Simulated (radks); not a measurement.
All-electron atom: Gd I in [Xe] 4f7 5d1 6s2. Method: scalar-relativistic Kohn-Sham, LDA (Slater exchange, VWN5 correlation), spin-unpolarised, spherical densities, finite nucleus; Fermi nuclear charge, rms radius 5.1569 fm; hard spherical wall at 4 bohr; computed with a radial shooting solver on a logarithmic mesh with Libxc functionals.

Unscreened Slater integrals over Kohn-Sham orbitals (hartree). Empty in this configuration: 6p.

integral,value
"F0(6s,6s)",0.36215
"F0(6s,5d)",0.38717
"G2(6s,5d)",0.12526
"F0(6s,4f)",0.45926
"G3(6s,4f)",0.031848
"F0(6s,5p)",0.41682
"G1(6s,5p)",0.057032
"F0(6s,6p)",0.36026
"G1(6s,6p)",0.23517
"F0(5d,5d)",0.43290
"F2(5d,5d)",0.23944
"F4(5d,5d)",0.16221
"F0(5d,4f)",0.53245
"F2(5d,4f)",0.14142
"F4(5d,4f)",0.070705
"G1(5d,4f)",0.073799
"G3(5d,4f)",0.057709
"G5(5d,4f)",0.043410
"F0(5d,5p)",0.48246
"F2(5d,5p)",0.24160
"G1(5d,5p)",0.28593
"G3(5d,5p)",0.17732
"F0(5d,6p)",0.38557
"F2(5d,6p)",0.18670
"G1(5d,6p)",0.090193
"G3(5d,6p)",0.086717
"F0(4f,4f)",1.0727
"F2(4f,4f)",0.49938
"F4(4f,4f)",0.31128
"F6(4f,4f)",0.22338
"F0(4f,5p)",0.68379
"F2(4f,5p)",0.23710
"G2(4f,5p)",0.12892
"G4(4f,5p)",0.097972
"F0(4f,6p)",0.47147
"F2(4f,6p)",0.11697
"G2(4f,6p)",0.038905
"G4(4f,6p)",0.036113
"F0(5p,5p)",0.57183
"F2(5p,5p)",0.30696
"F0(5p,6p)",0.42002
"F2(5p,6p)",0.16801
"G0(5p,6p)",0.042417
"G2(5p,6p)",0.062479
"F0(6p,6p)",0.35991
"F2(6p,6p)",0.19368

Derived for the open shells (J is the average intra-shell exchange parameter used in DFT+U). 4f: F4/F2 = 0.623, F6/F2 = 0.447, J = (286 F2 + 195 F4 + 250 F6)/6435 = 0.04031 hartree. 5d: Racah B = F2/49 - 5 F4/441 = 0.003047 hartree, C = 35 F4/441 = 0.01287 hartree, C/B = 4.22, F4/F2 = 0.677, J = (F2 + F4)/14 = 0.02869 hartree.
